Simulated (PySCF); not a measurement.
Vertical excitations of a molecule C₂H₇FOSi₂ from TDA-PBE/def2-SVPD (PySCF), as energy in eV (oscillator strength): 5.50 (0.002), 5.67 (0.001), 6.24 (0.021), 6.48 (0.085), 6.82 (0.012), 6.99 (0.008), 7.12 (0.005), 7.13 (0.005), 7.17 (0.030), 7.32 (0.017). Lowest triplet (TDA): 4.22 eV. The structure is a stationary point at PBE-D3(BJ)/def2-SVP. The values are those of a single conformer.

### Question
Pick the molecule that these values belong to.
A) C=C[Si@@H](F)O[SiH3]
B) O[Si@@H]1C[C@H](F)[SiH2]1
C) F[SiH2][C@@H]1OC[SiH2]1
D) O[SiH2]/C=C/[SiH2]F

### Answer
A, C=C[Si@@H](F)O[SiH3]
